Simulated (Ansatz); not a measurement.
Ansatz (a quantum-chemistry and plane-wave program) input (r2SCANh/def2-TZVPD):

Ansatz 0.2 input:
```yaml
crystal:
  periodic: [false, false, false]
  atoms:
    - {symbol: B, position_ang: [-0.03188951, 0.01045877, 0.00329302]}
    - {symbol: F, position_ang: [-0.15479306, 1.33081780, -0.04020477]}
    - {symbol: O, position_ang: [-1.15035843, -0.75305378, 0.16840711]}
    - {symbol: O, position_ang: [1.19262591, -0.56038097, -0.11572564]}
    - {symbol: H, position_ang: [1.21444529, -1.52217602, -0.07607386]}
basis:
  gaussian:
    orbitals: def2-TZVPD
hamiltonian:
  xc: {name: r2SCANh}
magnetization: {spin_polarized: true, initial_magnetization: 1}
output: {forces: true}
```

End of the output:

```
mean field evaluation 1: about -7500.1748 eV, gradient 4.1e1 eV
mean field evaluation 2: about -7494.1988 eV, gradient 5.8e1 eV
mean field evaluation 4: about -7505.0991 eV, gradient 2.7e0 eV
mean field evaluation 8: about -7505.1269 eV, gradient 1.7e-1 eV
mean field evaluation 16: about -7505.1321 eV, gradient 3.2e-4 eV
mean field -7505.13207837 eV, -275.8085167189 hartree, gradient 2.3e-5 eV, S^2 0.754822; 1 other end points of the search recorded, 0 dependent functions left out
the calculation of the forces begins
reference -7505.13210203 eV, -275.8085175884 hartree; 16, 15 occupied and 150, 151 virtual orbitals, 781 factors
Total energy: -7505.13210203 eV, -275.8085175884 hartree
Atom 0 at    -0.031890     0.010459     0.003293 Å, force     0.054915     0.073334    -0.009680 eV/Å
Atom 1 at    -0.154793     1.330818    -0.040205 Å, force     0.021362    -0.270012     0.009339 eV/Å
Atom 2 at    -1.150358    -0.753054     0.168407 Å, force     0.081278     0.074293    -0.012824 eV/Å
Atom 3 at     1.192626    -0.560381    -0.115726 Å, force    -0.108560    -0.026736     0.013947 eV/Å
Atom 4 at     1.214445    -1.522176    -0.076074 Å, force    -0.048995     0.149121    -0.000781 eV/Å
Dipole moment:     0.157312    -0.370749    -0.002235 e Å
```

It need not be the lowest isomer of its formula.
